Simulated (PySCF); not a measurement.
**Partial charges of `C=C1C[C@@H](C#N)/C1=C/Cl`**

C7H6ClN.
Geometry (GFN2-xTB, Å), atoms numbered from 1 in this order:
```xyz
15
C7H6ClN angstrom
C     -2.0189    0.6497   -0.9777
C     -0.9235    0.0643   -0.5201
C     -0.4322   -1.3652   -0.5158
C      0.8279   -0.8866    0.2570
C      2.0734   -1.0734   -0.4321
N      3.0543   -1.2181   -1.0017
C      0.2711    0.5279    0.1759
C      0.7760    1.6845    0.5839
Cl    -0.0334    3.1820    0.3704
H     -2.1795    1.7082   -0.8735
H     -2.7891    0.0825   -1.4726
H     -0.2195   -1.7701   -1.5043
H     -1.0578   -2.0670    0.0324
H      0.9127   -1.2755    1.2748
H      1.7341    1.7647    1.0758
```

Density: PBE0/pcSseg-1 (PySCF); schemes: Mulliken, IAO, Hirshfeld and ESP-fitted. Geometry: GFN2-xTB; no solvent, vibrations or thermal averaging.

Problem. At which atom do the 4 schemes differ most?

Solution. At C1: from -0.597 (ESP-fitted) to -0.017 e (Mulliken), 0.580 e apart.

Problem. For which atoms does the sign change between the 4 schemes (beyond +0.03 e in one, beyond −0.03 e in another)?

Solution. C2. Atomic charges aren't observables, and each scheme defines them in its own way.

Problem. What partial charge does each atom carry?

Solution. In e:

```csv
atom,environment,Mulliken,IAO,Hirshfeld,ESP-fitted
C1,terminal =CH2 carbon,-0.017,-0.312,-0.094,-0.597
C2,fully substituted alkene carbon,-0.342,+0.004,-0.003,+0.199
C3,allylic carbon,+0.007,-0.263,-0.056,-0.191
C4,sp3 carbon next to a nitrile,-0.302,-0.156,-0.001,-0.190
C5,nitrile carbon,+0.158,+0.137,+0.081,+0.393
N6,nitrile nitrogen,-0.243,-0.244,-0.227,-0.471
C7,fully substituted alkene carbon,+0.002,-0.012,-0.011,+0.145
C8,vinylic C–Cl carbon,-0.074,-0.172,-0.028,-0.354
Cl9,vinyl chlorine,-0.066,+0.002,+0.003,-0.015
H10,vinylic hydrogen,+0.132,+0.168,+0.040,+0.234
H11,vinylic hydrogen,+0.116,+0.160,+0.055,+0.230
H12,methylene hydrogen,+0.158,+0.166,+0.056,+0.124
H13,methylene hydrogen,+0.152,+0.160,+0.055,+0.107
H14,methine hydrogen,+0.181,+0.183,+0.068,+0.140
H15,vinylic hydrogen,+0.141,+0.180,+0.063,+0.245
```

Mean size of the charges over all atoms: ESP-fitted 0.242 e, IAO 0.154 e, Mulliken 0.139 e, Hirshfeld 0.056 e. Each set sums to the total charge, 0, to within 0.001 e. The IAO scheme counts the electrons in orthogonalised intrinsic atomic orbitals, a minimal basis polarised so that it spans the occupied orbitals exactly. The Hirshfeld scheme divides the density at each point in proportion to the densities of the neutral, spherically averaged free atoms.

Problem. How many electrons does the IAO scheme count on C4?

Solution. Z − q = 6 − (-0.156) = 6.156.

Problem. How closely do the schemes follow one another over all atoms?

Solution. Correlation coefficient and root-mean-square difference: IAO with ESP-fitted 0.90, 0.146 e; IAO with Hirshfeld 0.84, 0.120 e; Hirshfeld with ESP-fitted 0.83, 0.224 e; Mulliken with IAO 0.65, 0.146 e; Mulliken with Hirshfeld 0.62, 0.137 e; Mulliken with ESP-fitted 0.49, 0.249 e.

Problem. Sum the charges by element, for elements with more than one atom.

Solution. 
```
element  atoms  Mulliken     IAO  Hirshfeld  ESP-fitted
      C      7    -0.570  -0.773     -0.113      -0.594
      H      6    +0.879  +1.016     +0.337      +1.081
```
